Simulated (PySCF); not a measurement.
BClH₃Si (calculated)

Calculation on a computer-drawn molecule: the log of a Hartree-Fock and frozen-core CCSD(T) single point meant for a local Hartree-Fock minimum, with one planted fault or none, to be diagnosed. Offsets are logged minus clean, where the clean run is the same molecule without the fault. The reference is restricted for singlets and unrestricted otherwise, and also for a bond in bohr or an excited solution. Adding or removing an electron swaps singlet and doublet. The excited solution moves the top pair (singlet) or top alpha electron (doublet) to the lowest empty orbital. Highest occupied and lowest empty are orbital energies over both spins, largest force is the largest gradient component, triples share is (T) over the correlation energy, the T1 limit is 0.02 restricted and 0.045 unrestricted, electrons count all cores, a negative frequency is imaginary (commonest isotopes), and the dipole is about the centre of nuclear charge. Program: PySCF 2.14.0.

```yaml
- formula: BClH3Si
  logged_structure:
    atoms_angstrom:
      - [Si, -2.5949, 1.2204, -0.3911]
      - [B, -1.016, 0.4635, 0.4858]
      - [Cl, -1.0081, -0.2159, 2.211]
      - [H, -2.4234, 1.0193, -1.8791]
      - [H, -3.8341, 0.4339, -0.0438]
      - [H, 0.1131, 0.5853, 0.0841]
  given:
    meant_charge: -1
    meant_multiplicity: 1
    meant_basis: "aug-cc-pV(D+d)Z"
    logged_electrons: 39
    logged_basis_functions: 114
    logged_SCF_converged: "yes"
    logged_spin_squared: 0.768
    "logged_highest_occupied [eV]": -9.8235
    "logged_lowest_empty [eV]": -0.29576
    "logged_largest_force [hartree/bohr]": 0.041629
    logged_T1_diagnostic: 0.019738
    logged_D1_diagnostic: 0.077099
    logged_triples_share: 0.032487
    logged_CC_converged: "yes"
    "logged_dipole_magnitude [debye]": 1.7522
    logged_SCF_stable_within_its_kind: "yes"
    "logged_energy_HF [hartree]": -774.85357
    "logged_energy_CCSD(T) [hartree]": -775.23428
    possible_faults: "no fault, one electron removed, one electron added, multiplicity raised by two, geometry at a saddle point, SCF held on an excited solution, minimal basis STO-3G, one bond length entered in bohr, all coordinates scaled"
    drawn_bonds_atom: [1, 2, 1, 1, 2]
    drawn_bonds_other_atom: [2, 3, 4, 5, 6]
    drawn_bonds_order: [1, 1, 1, 1, 1]
  results:
    planted_fault: "one electron removed"
    "HF_energy_offset_from_clean_run [kcal/mol]": 22.23
    "CCSD(T)_energy_offset_from_clean_run [kcal/mol]": 49.62
```
